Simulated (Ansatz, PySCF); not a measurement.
This PySCF input computes a CAM-B3LYP/def2-TZVPD energy:

```python
from pyscf import gto, scf, dft

mol = gto.M(
    atom='''
    C     2.32392547   -0.13072028    0.28627980
    C     0.98496526   -0.32276563    0.21932476
    C     0.06429421    0.65095086   -0.23198067
    C    -1.33674077    0.49584399   -0.31884094
    C    -2.06812010   -0.60432030    0.00935337
    H     2.99016038   -0.90565843    0.63863426
    H     2.77196921    0.80948181   -0.01235026
    H     0.59193334   -1.28493173    0.53164738
    H     0.47594588    1.60623471   -0.53987106
    H    -1.88135917    1.35824258   -0.69077543
    H    -3.14333062   -0.60644307   -0.10015546
    H    -1.61526338   -1.51085775    0.38805268
    ''',
    basis='def2-tzvpd',
    charge=0,
    spin=1,
    verbose=4,
)

mf = dft.UKS(mol, xc='camb3lyp').density_fit(auxbasis='def2-universal-jkfit')
mf.grids.level = 3
mf.conv_tol = 1e-9
mf.max_cycle = 100
mf.max_memory = 1500
mf.kernel()
if not mf.converged:
    mf = mf.newton()
    mf.kernel(mf.make_rdm1())
for _ in range(2):
    mo, _, stable, _ = mf.stability(return_status=True)
    if stable:
        break
    mf.kernel(mf.make_rdm1(mo, mf.mo_occ))
mf.analyze()
```

Q: Write an input for the same energy in Ansatz (an electronic-structure program) and say what it gives.

A: 
Ansatz 0.2 input:
```yaml
crystal:
  periodic: [false, false, false]
  atoms:
    - {symbol: C, position_ang: [2.32392547, -0.13072028, 0.28627980]}
    - {symbol: C, position_ang: [0.98496526, -0.32276563, 0.21932476]}
    - {symbol: C, position_ang: [0.06429421, 0.65095086, -0.23198067]}
    - {symbol: C, position_ang: [-1.33674077, 0.49584399, -0.31884094]}
    - {symbol: C, position_ang: [-2.06812010, -0.60432030, 0.00935337]}
    - {symbol: H, position_ang: [2.99016038, -0.90565843, 0.63863426]}
    - {symbol: H, position_ang: [2.77196921, 0.80948181, -0.01235026]}
    - {symbol: H, position_ang: [0.59193334, -1.28493173, 0.53164738]}
    - {symbol: H, position_ang: [0.47594588, 1.60623471, -0.53987106]}
    - {symbol: H, position_ang: [-1.88135917, 1.35824258, -0.69077543]}
    - {symbol: H, position_ang: [-3.14333062, -0.60644307, -0.10015546]}
    - {symbol: H, position_ang: [-1.61526338, -1.51085775, 0.38805268]}
basis:
  gaussian:
    orbitals: def2-TZVPD
hamiltonian:
  xc: {name: CAM-B3LYP}
magnetization: {spin_polarized: true, initial_magnetization: 1}
output: {forces: true}
```
It gives -194.62278 Eh, and PySCF -194.62287 Eh, a difference of 0.09 mEh, from the treatment of integrals and grids.

It need not be the lowest isomer of its formula.
